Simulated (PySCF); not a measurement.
CH₃BrClIn. Atoms are numbered in the order given.

```xyz
7

In     0.2304    -0.4536     0.2835
Cl    -1.5566    -1.9037    -0.2867
Br    -0.0815     1.8491    -0.6546
C      1.9134    -1.0888     1.4790
H      2.6012    -0.2354     1.6164
H      2.4176    -1.9181     0.9485
H      1.5289    -1.4448     2.4531
```
Charge 0, spin multiplicity 1.

The structure is a stationary point at PBE-D3(BJ)/def2-SVP. The structure was generated by enumeration; whether it is a known compound was not checked. The def2 effective core potentials stand for the cores of In; spin–orbit coupling is left out.

Computed with TDA-LC-ωPBE/def2-SVPD in PySCF.

Vertical excitations. Gas-phase values at a fixed geometry.

```tsv
state	energy (eV)	λ (nm)	f	main pairs
S1	5.81	213	0.056	HOMO→LUMO 73 %
S2	5.91	210	0.010	HOMO−1→LUMO 82 %
S3	6.11	203	0.005	HOMO→LUMO+1 79 %, HOMO−2→LUMO+1 12 %
S4	6.30	197	0.144	HOMO−2→LUMO 61 %, HOMO−1→LUMO+1 10 %
S5	6.46	192	0.000	HOMO−2→LUMO+1 81 %, HOMO→LUMO+1 14 %
S6	6.61	187	0.035	HOMO−3→LUMO 82 %
S7	6.71	185	0.019	HOMO−1→LUMO+1 68 %, HOMO−5→LUMO 11 %
S8	7.18	173	0.081	HOMO−3→LUMO+1 48 %, HOMO−4→LUMO 31 %
S9	7.34	169	0.007	HOMO−4→LUMO+1 89 %
S10	7.50	165	0.002	HOMO−5→LUMO+1 91 %
T1	5.04	246	0	HOMO→LUMO 66 %, HOMO−2→LUMO 16 %
T2	5.41	229	0	HOMO−2→LUMO 63 %, HOMO→LUMO 17 %
T3	5.47	227	0	HOMO−1→LUMO 80 %
T4	5.79	214	0	HOMO→LUMO+1 64 %, HOMO−2→LUMO+1 24 %
```
Triplets are in the Tamm–Dancoff approximation.
